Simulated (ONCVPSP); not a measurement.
## Potentials for Sr compared

Generated with ld1.x 7.5 (TM, RRKJ, ultrasoft, PAW), atompaw 4.2 or ONCVPSP 4.0.1. The cutoff is in Ry: for ld1.x and atompaw files where the sum of valence levels is converged to 10 mRy in a Bessel basis, for ONCV files where the hardest occupied wave has 1 mHa per electron of residual kinetic energy. The error is the largest all-electron minus pseudo excitation energy over each file’s own four to seven test configurations (ionisations up to +4, promotions, holes and added fractions of an electron), all of which were solved. The labels leave out finer settings (local radius, basis sizes, second energies), which also bear on the numbers. Spin-polarised tests are not counted. The rows are a selection from randomly drawn settings: files with unsolved tests, undetermined cutoffs or missed reference levels are left out.

A true bound ghost makes a file unfit for plane-wave use even where its test errors are small: the radial tests pick states by their node count and pass the ghost by.

```tsv
potential	cutoff (Ry)	largest error (meV)	bound ghosts
ONCV, PBE, scalar-relativistic, rc 2.20/1.55/2.10 (spd), local smoothed, core correction yes, reference 4s2 4p6 5s2, qcut 4.9/4.5/5.4, projectors 2/2/3	78	-3.0	none
ONCV, PBE, scalar-relativistic, rc 1.75/2.30/1.90 (spd), local smoothed, core correction yes, reference 4s2 4p6 5s2, qcut 7.9/6.8/5.9, projectors 2/2/2	38	-0.8	none
ONCV, LDA (Perdew-Wang 92), scalar-relativistic, rc 2.65/1.45/2.85/2.80 (spdf), local smoothed, core correction yes, reference 4s2 4p6 5s1.5, qcut 3.6/5.2/3/3.5, projectors 2/2/2/2	81	-5.0	none
ONCV, PBEsol, fully relativistic, rc 3.55/1.70/3.20 (spd), local smoothed, core correction yes, reference 4p6 5s2, qcut 2.1/5.6/3, projectors 2/2/2	31	+24	d5/2, d3/2
```

(1) Fill in the row for Sr: ONCV, LDA (Perdew-Wang 92), scalar-relativistic, rc 2.50/2.25/2.00 (spd), local d, core correction yes, reference 4s2 4p6 5s1.5 5p0.5, qcut 4.2/5.7/4, projectors 2/2/0.

Answers

(1) cutoff 16 Ry, largest error -12 meV, bound ghosts: none.
